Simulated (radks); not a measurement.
The numbers below are computed, except where a source is named.
Q: Species: Cd III. Configuration: [Kr] 4d10. Code: a radial shooting solver on a logarithmic mesh with Libxc functionals. Model: Dirac Kohn-Sham, PBE, spin-unpolarised, spherical densities, finite nucleus; Fermi nuclear charge, rms radius 4.6087 fm. Some entries of the table are withheld. Estimate them.

| orbital | occ. | eigenvalue (eV) | <r> (bohr) | <1/r> (bohr^-1) |
|---|---|---|---|---|
| 1s1/2 | 2 | -26527.12 | 0.03040 | (1) |
| 2s1/2 | 2 | -3953.154 | 0.1313 | 11.69 |
| 2p1/2 | 2 | -3681.524 | 0.1112 | 11.67 |
| 2p3/2 | 4 | -3489.058 | 0.1164 | 10.94 |
| 3s1/2 | 2 | -752.1273 | 0.3581 | 4.105 |
| 3p1/2 | 2 | (2) | (3) | 4.011 |
| 3p3/2 | 4 | (4) | (5) | 3.832 |
| 3d3/2 | 4 | -416.2169 | 0.3327 | 3.671 |
| 3d5/2 | 6 | -409.2333 | 0.3362 | 3.624 |
| 4s1/2 | 2 | -124.7471 | 0.8796 | 1.580 |
| 4p1/2 | 2 | (6) | 0.9393 | 1.458 |
| 4p3/2 | 4 | (7) | 0.9700 | 1.401 |
| 4d3/2 | 4 | -30.8702 | 1.242 | 1.081 |
| 4d5/2 | 6 | -30.1533 | 1.259 | 1.065 |

A: 
(1) 1s1/2 <1/r> (bohr^-1): 50.64
(2) 3p1/2 eigenvalue (eV): -643.2554
(3) 3p1/2 <r> (bohr): 0.3494
(4) 3p3/2 eigenvalue (eV): -608.8846
(5) 3p3/2 <r> (bohr): 0.3604
(6) 4p1/2 eigenvalue (eV): -89.8737
(7) 4p3/2 eigenvalue (eV): -84.0596
